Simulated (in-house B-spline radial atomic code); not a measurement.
Computed with a B-spline radial atomic code. Model: two electrons, singlet ground state, non-relativistic, full CI in B-splines with partial waves to l = 8 (at full coupling up to 3e-4 hartree above the limit, correlation up to 0.6 % small), density held at that of full coupling by Lieb maximisation.

W(λ) is the mean repulsion in the state of coupling λ less the Hartree energy of the fixed density. Its start is exact exchange, its initial slope is twice the second-order Görling-Levy correlation energy, and its area from 0 to 1 is E_xc. A straight curve means weak, dynamic correlation, and a curve that drops fast and flattens means strong correlation.

Command:
```bash
python run_ac.py task.json out
```
Settings (lengths in bohr, energies in hartree):
```
potential              gauss
strength               2.04
lmax                   8
second                 7.84
```

Time taken, with all properties: 41 s on 1 thread of Intel(R) Xeon(R) Processor @ 2.30GHz (shared host).

**W = mean repulsion less Hartree energy, and W of three functionals.**

Given: confinement Gaussian well; well depth 2.04 hartree; well width 7.84 bohr; external potential -V exp(-r^2/w^2).

Computed: LDA exchange minus exact 49.018 millihartree; SCAN exchange minus exact 0.77649 millihartree.

```json
{"coupling": "0", "W xc (hartree)": "-0.34016", "W xc minus exchange (millihartree)": "0", "kinetic minus Kohn-Sham (millihartree)": "0", "LDA (PW92) W minus its exchange (millihartree)": "0", "PBE W minus its exchange (millihartree)": "0", "SCAN W minus its exchange (millihartree)": "0"}
{"coupling": "0.02", "W xc (hartree)": "-0.34215", "W xc minus exchange (millihartree)": "-1.991", "kinetic minus Kohn-Sham (millihartree)": "0.02", "LDA (PW92) W minus its exchange (millihartree)": "-9.43", "PBE W minus its exchange (millihartree)": "-3.25", "SCAN W minus its exchange (millihartree)": "-1.87"}
{"coupling": "0.05", "W xc (hartree)": "?", "W xc minus exchange (millihartree)": "?", "kinetic minus Kohn-Sham (millihartree)": "?", "LDA (PW92) W minus its exchange (millihartree)": "?", "PBE W minus its exchange (millihartree)": "?", "SCAN W minus its exchange (millihartree)": "?"}
{"coupling": "0.12", "W xc (hartree)": "-0.35132", "W xc minus exchange (millihartree)": "-11.16", "kinetic minus Kohn-Sham (millihartree)": "0.65", "LDA (PW92) W minus its exchange (millihartree)": "-33.32", "PBE W minus its exchange (millihartree)": "-16.38", "SCAN W minus its exchange (millihartree)": "-10.26"}
{"coupling": "0.25", "W xc (hartree)": "-0.36154", "W xc minus exchange (millihartree)": "-21.374", "kinetic minus Kohn-Sham (millihartree)": "2.52", "LDA (PW92) W minus its exchange (millihartree)": "-52.35", "PBE W minus its exchange (millihartree)": "-29.41", "SCAN W minus its exchange (millihartree)": "-19.58"}
{"coupling": "0.4", "W xc (hartree)": "-0.37138", "W xc minus exchange (millihartree)": "-31.216", "kinetic minus Kohn-Sham (millihartree)": "5.7", "LDA (PW92) W minus its exchange (millihartree)": "-68.11", "PBE W minus its exchange (millihartree)": "-41.31", "SCAN W minus its exchange (millihartree)": "-28.7"}
{"coupling": "0.6", "W xc (hartree)": "-0.38202", "W xc minus exchange (millihartree)": "-41.852", "kinetic minus Kohn-Sham (millihartree)": "10.97", "LDA (PW92) W minus its exchange (millihartree)": "-83.82", "PBE W minus its exchange (millihartree)": "-53.93", "SCAN W minus its exchange (millihartree)": "-38.87"}
{"coupling": "0.8", "W xc (hartree)": "-0.39053", "W xc minus exchange (millihartree)": "-50.364", "kinetic minus Kohn-Sham (millihartree)": "16.9", "LDA (PW92) W minus its exchange (millihartree)": "-95.94", "PBE W minus its exchange (millihartree)": "-64.06", "SCAN W minus its exchange (millihartree)": "-47.31"}
{"coupling": "1", "W xc (hartree)": "-0.39747", "W xc minus exchange (millihartree)": "-57.31", "kinetic minus Kohn-Sham (millihartree)": "23.13", "LDA (PW92) W minus its exchange (millihartree)": "-105.74", "PBE W minus its exchange (millihartree)": "-72.47", "SCAN W minus its exchange (millihartree)": "-54.45"}
{"coupling": "1.4", "W xc (hartree)": "-0.40811", "W xc minus exchange (millihartree)": "-67.95", "kinetic minus Kohn-Sham (millihartree)": "35.78", "LDA (PW92) W minus its exchange (millihartree)": "-120.88", "PBE W minus its exchange (millihartree)": "-85.75", "SCAN W minus its exchange (millihartree)": "-65.83"}
{"coupling": "2", "W xc (hartree)": "-0.41906", "W xc minus exchange (millihartree)": "-78.894", "kinetic minus Kohn-Sham (millihartree)": "54.16", "LDA (PW92) W minus its exchange (millihartree)": "-136.96", "PBE W minus its exchange (millihartree)": "-100.19", "SCAN W minus its exchange (millihartree)": "-78.12"}
{"coupling": "3", "W xc (hartree)": "?", "W xc minus exchange (millihartree)": "?", "kinetic minus Kohn-Sham (millihartree)": "?", "LDA (PW92) W minus its exchange (millihartree)": "?", "PBE W minus its exchange (millihartree)": "?", "SCAN W minus its exchange (millihartree)": "?"}
{"coupling": "4.5", "W xc (hartree)": "-0.44049", "W xc minus exchange (millihartree)": "-100.33", "kinetic minus Kohn-Sham (millihartree)": "119.09", "LDA (PW92) W minus its exchange (millihartree)": "-171.26", "PBE W minus its exchange (millihartree)": "-131.81", "SCAN W minus its exchange (millihartree)": "-102.73"}
{"coupling": "7", "W xc (hartree)": "-0.4498", "W xc minus exchange (millihartree)": "-109.63", "kinetic minus Kohn-Sham (millihartree)": "171.39", "LDA (PW92) W minus its exchange (millihartree)": "-187.75", "PBE W minus its exchange (millihartree)": "-147.28", "SCAN W minus its exchange (millihartree)": "-112.47"}
{"coupling": "10", "W xc (hartree)": "-0.45617", "W xc minus exchange (millihartree)": "-116.01", "kinetic minus Kohn-Sham (millihartree)": "224.79", "LDA (PW92) W minus its exchange (millihartree)": "-199.71", "PBE W minus its exchange (millihartree)": "-158.59", "SCAN W minus its exchange (millihartree)": "-118.29"}
```

**Question.** What belongs in the row 0.05?

**Answer.** W xc (hartree): -0.34504; W xc minus exchange (millihartree): -4.875; kinetic minus Kohn-Sham (millihartree): 0.12; LDA (PW92) W minus its exchange (millihartree): -18.43; PBE W minus its exchange (millihartree): -7.63; SCAN W minus its exchange (millihartree): -4.53.

**Question.** What belongs in the row 3?

**Answer.** W xc (hartree): -0.43047; W xc minus exchange (millihartree): -90.311; kinetic minus Kohn-Sham (millihartree): 82.21; LDA (PW92) W minus its exchange (millihartree): -154.66; PBE W minus its exchange (millihartree): -116.39; SCAN W minus its exchange (millihartree): -91.32.

**Question.** What is the PBE exchange minus exact?

**Answer.** 14.426 millihartree.

**Energy parts, natural occupations and partial-wave weights.**

Computed: total energy -3.0092 hartree; correlation energy -0.034179 hartree; kinetic part of the DFT correlation energy 0.023132 hartree; kinetic part over minus potential part 0.40362; Hartree energy 0.68033 hartree; Kohn-Sham kinetic 0.27583 hartree; Lieb Oxford ratio E_xc over LDA exchange 1.2858.

```json
{"natural": "s", "occupation of the shell (electrons)": "1.9063"}
{"natural": "p", "occupation of the shell (electrons)": "?"}
{"natural": "s", "occupation of the shell (electrons)": "0.0050425"}
{"natural": "d", "occupation of the shell (electrons)": "0.0013138"}
{"natural": "p", "occupation of the shell (electrons)": "0.00033664"}
{"natural": "f", "occupation of the shell (electrons)": "0.00014268"}
```

**Question.** What belongs in the row p?

**Answer.** occupation of the shell (electrons): 0.086684.

```tsv
wave	weight
s	0.95569
p	0.043519
d	0.00068479
f	?
g	1.6784e-05
```

**Question.** What belongs in the row f?

**Answer.** weight: 7.8583e-05.

**Question.** What is the exchange energy?

**Answer.** -0.34016 hartree.

**Question.** What is the initial slope twice GL2?

**Answer.** -0.10091 hartree.

Half-way to full coupling W has made 64 % of its drop, against 50 % for a straight line, and second-order (GL2) theory, half the initial slope, overshoots the correlation energy by about 48 %: a marked bend. Over couplings 0 to 1 the errors in E_xc come to about +13 millihartree for LDA, +4.2 millihartree for PBE, +3.1 millihartree for SCAN, so SCAN is nearest. In LDA and PBE the errors of exchange and correlation have opposite signs, so the sum is smaller than the larger of the two.
